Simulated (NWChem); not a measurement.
MgH$_{2}$; SMILES [MgH2]

```xyz
3

Mg     0.0000     0.0000     0.0000
H      0.0000     0.0000    -1.7125
H      0.0000     0.0000     1.7125
```
Atoms are numbered in this order, from 1.

Results from NWChem. Structure relaxed at the B3LYP/6-31G* (spherical d) level. GIAO values for the isolated, static molecule; σ is the absolute isotropic shielding, δ = σ(reference) − σ with the isolated reference molecule computed at the same levels (1H: tetramethylsilane).

For level LDA (Slater exchange, VWN5)/pcSseg-1:

- σ Mg1 (ppm): 403.1
- δ H2 (ppm): 5.17

Question: What are these values for level PBE0/pcSseg-1?

Answer: 
| Item | Result |
|---|---|
| σ Mg1 (ppm) | 438.8 |
| δ H2 (ppm) | 4.79 |
